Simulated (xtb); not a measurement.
Input for xtb: GFN1-xTB on InF, 2S+1 = 1, a spin state set in the input, which need not be the lowest, a point of a bond scan (R = 2.054 Å).

```
$ xtb mol.xyz --gfn 1 --sp --chrg 0 --uhf 0
2

F      0.00000000     0.00000000     0.00000000
In     0.00000000     0.00000000     2.05372000
```

### Question
Predict the final total energy.

### Answer
-6.7385 hartree.
